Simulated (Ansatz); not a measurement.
Cost and result for the atomization energy of C2H12BNSi, SMILES `C[BH-](C)[NH2+][SiH3]` (17 atoms, 16 bonds).

```xyz
17

C     0.3193   -1.1484    1.3390
B     0.5710   -0.1230    0.1278
C     1.6514    1.0348    0.3923
N    -0.9041    0.6279   -0.1642
Si   -1.5532   -0.2498   -1.5852
H    -0.4805   -1.8755    1.1494
H     1.2222   -1.7345    1.5350
H     0.0767   -0.6329    2.2789
H     0.7701   -0.7093   -0.9405
H     2.6478    0.6049    0.5346
H     1.4321    1.6140    1.2997
H     1.7430    1.7473   -0.4378
H    -0.7489    1.6129   -0.3594
H    -1.4911    0.5759    0.6632
H    -1.5423   -1.6945   -1.2924
H    -2.9617    0.1994   -1.7827
H    -0.7518    0.1505   -2.7577
```

Total charge 0; spin multiplicity 1. Geometry: relaxed with PBE0-D4/def2-TZVP. It is one conformer, not always the lowest. Program: Ansatz. All runs use 4 threads of an Arm Neoverse V2 on a shared host. Times are those of one run each, without the atoms' runs, and a repeat can differ threefold. Electronic energies, without spin–orbit coupling; frozen cores. CCSD(T)/CBS adds CCSD(T) − MP2 in def2-TZVPP to the MP2 limit, and its time is that of the two runs behind it. T1 = 0.010. HSE06 is the plane-wave form, built on full-range PBE exchange.

CCSD(T)/CBS is a level of theory with its own doubt, some kJ/mol a heavy atom from the limit and from the frozen cores, so smaller differences don't rank the functionals.

| level | functions | wall time | atomization (kJ/mol) | difference from CCSD(T)/CBS | per bond |
| --- | --- | --- | --- | --- | --- |
| BLYP-D4/def2-TZVPP | 334 | 3.2 s | 5963.0 | -25.0 | -1.6 |
| PBE-D4/def2-TZVPP (with forces) | 334 | 3.9 s | 6034.3 | 46.3 | 2.9 |
| PBE0-D4/def2-TZVPP | 334 | 4.3 s | 5986.5 | -1.5 | -0.1 |
| HSE06-D4/def2-TZVPP | 334 | 4.5 s | 5989.4 | 1.4 | 0.1 |
| BHLYP-D4/def2-TZVPP | 334 | 4.5 s | 5903.2 | -84.8 | -5.3 |
| CAM-B3LYP-D4/def2-TZVPP | 334 | 5 s | 6032.3 | 44.3 | 2.8 |
| r2SCAN-D4/def2-TZVPP (with forces) | 334 | 7 s | 5992.0 | 4.0 | 0.3 |
| B2PLYP/def2-TZVPP | 334 | 8.5 s | 5931.2 | -56.8 | -3.6 |
| CCSD(T)/def2-SVP | 134 | 12 s | 5698.6 | -289.4 | -18.1 |
| ωB97M-V/def2-TZVPP (with forces) | 334 | 17 s | 6014.7 | 26.7 | 1.7 |
| MP2/def2-QZVPP | 658 | 46 s | 5948.2 | -39.8 | -2.5 |
| CCSD(T)/def2-TZVPP | 334 | 22 min | 5857.0 | -131.0 | -8.2 |
| CCSD(T)/CBS(def2) | – | 22 min | 5988.0 | 0.0 | 0.0 |

In def2-TZVPP, CCSD(T) changes the Hartree–Fock value by +1341.3 kJ/mol (the triples alone add +60.7 kJ/mol) and MP2 by +1355.1 kJ/mol; breaking electron pairs costs correlation energy, which Hartree–Fock lacks. The D4 term adds +55.9 kJ/mol with B3LYP and +29.8 kJ/mol with PBE0; it sums over pairs of atoms, weighted by their polarisabilities, and B3LYP, whose exchange is more repulsive, gets the larger term. At CCSD(T), def2-SVP lies −289.4 kJ/mol from the extrapolated value and def2-TZVPP −131.0 kJ/mol: correlation converges slowly with the basis, and small sets miss more of it in the bonded molecule than in its fragments.

B3LYP here is the variant with VWN-RPA as its local correlation; programs differ in this.
